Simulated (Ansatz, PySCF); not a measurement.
The pair A = SiH4 (SMILES [SiH4]) (first 5 atoms), B = C2H4 (SMILES C=C); geometry from B3LYP-D3(BJ)/def2-TZVP.
(charge 0, multiplicity 1):
```xyz
11

Si    -0.123    -0.186    -0.105
H     -1.163     0.767     0.342
H     -0.184    -0.314    -1.582
H     -0.360    -1.511     0.507
H      1.215     0.314     0.280
C      0.331    -0.465     3.540
C     -0.127     0.775     3.450
H      1.369    -0.704     3.340
H     -0.312    -1.292     3.813
H     -1.166     1.013     3.646
H      0.516     1.601     3.173
```

Rows in 6-31G* carry no dispersion term and start afresh at each structure (6-31G* with six Cartesian d functions).

Programs: Ansatz (a quantum-chemistry and plane-wave program); PySCF for 6-31G* rows. Each number belongs to the level named beside it.

Total energies (hartree), monomers frozen at their geometry in the pair:

```json
[
 {"structure": "AB", "HF/6-31G*": "-369.2567347", "PBE/def2-TZVPPD": "-370.2241307", "B3LYP/def2-TZVPPD": "-370.5419927"},
 {"structure": "A in the pair's basis", "HF/6-31G*": "-291.2252389", "PBE/def2-TZVPPD": "-291.7217402", "B3LYP/def2-TZVPPD": "-291.9173199"},
 {"structure": "B in the pair's basis", "HF/6-31G*": "-78.0329126", "PBE/def2-TZVPPD": "-78.5018743", "B3LYP/def2-TZVPPD": "-78.6255938"},
 {"structure": "A", "HF/6-31G*": "-291.2250777", "PBE/def2-TZVPPD": "-291.7217062", "B3LYP/def2-TZVPPD": "-291.9172795"},
 {"structure": "B", "HF/6-31G*": "-78.0314830", "PBE/def2-TZVPPD": "-78.5017824", "B3LYP/def2-TZVPPD": "-78.6255102"}
]
```

**Question.** Work out the interaction energy without and with the counterpoise correction, and the superposition error, for each level.

**Answer.** 
E(AB) − E(A) − E(B), times 627.509 kcal/mol, with the monomers in their own basis and then in the pair's basis:
- HF/6-31G*: -0.11 uncorrected, 0.89 corrected; the monomers gain 1.00 kcal/mol from borrowed functions
- PBE/def2-TZVPPD: -0.40 uncorrected, -0.32 corrected; the monomers gain 0.08 kcal/mol from borrowed functions
- B3LYP/def2-TZVPPD: 0.50 uncorrected, 0.58 corrected; the monomers gain 0.08 kcal/mol from borrowed functions
